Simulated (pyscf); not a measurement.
# H₂N–Ge:–Cl, singlet

Gas-phase minimum from PySCF at ωB97X-D3(BJ)/def2-SVP, one conformer. Other isomers of H₂N–Ge:–Cl [singlet] were not searched in full and may lie lower. 

```
N
H 1 1.0158
H 1 1.0168 2 113.31
Ge 1 1.8062 2 122.87 3 179.97
Cl 4 2.2096 1 95.20 2 -180.00
```

Properties at ωB97X-D3(BJ)/def2-SVP:

```yaml
harmonic_wavenumbers_unscaled: 220, 395, 460, 527, 717, 749, 1519, 3589, 3709 cm⁻¹
zero_point_energy: 17.0 kcal/mol
rotational_symmetry_number: 1
Entropy of this conformer at 298 K and 1 atm, rigid rotor and harmonic oscillator, modes under 100 cm⁻¹ raised to 100: 295.3 J/(mol K)
dipole_moment: 2.96 D
```

Single-point totals, which compare only within one level (frozen core for MP2 and CC):

```json
[
 {"level": "ωB97X-D3(BJ)/def2-TZVP", "total energy (hartree)": "-2593.23597"},
 {"level": "PBE/def2-TZVP", "total energy (hartree)": "-2592.69735"},
 {"level": "r²SCAN/def2-TZVP", "total energy (hartree)": "-2593.19159"},
 {"level": "B3LYP-D3(BJ)/def2-TZVP", "total energy (hartree)": "-2593.33478"},
 {"level": "PBE0-D3(BJ)/def2-TZVP", "total energy (hartree)": "-2592.78830"},
 {"level": "M06-2X/def2-TZVP", "total energy (hartree)": "-2593.22941"},
 {"level": "ωB97M-D3(BJ)/def2-TZVP", "total energy (hartree)": "-2593.35090"},
 {"level": "HF/def2-TZVPP", "total energy (hartree)": "-2590.58448"},
 {"level": "MP2/def2-TZVPP", "total energy (hartree)": "-2591.21873"},
 {"level": "CCSD/def2-TZVPP", "total energy (hartree)": "-2591.24009"},
 {"level": "CCSD(T)/def2-TZVPP", "total energy (hartree)": "-2591.26800"}
]
```

The CCSD(T) − MP2 part came from Ansatz, without density fitting, on the same reference. The frozen core leaves the outer d or s,p core shells of the metals and heavy elements correlated in the MP2 and CC values, and def2-TZVPP describes them poorly, so these totals are far from the basis limit. Elements up to Kr have no core potential and no relativistic terms here.
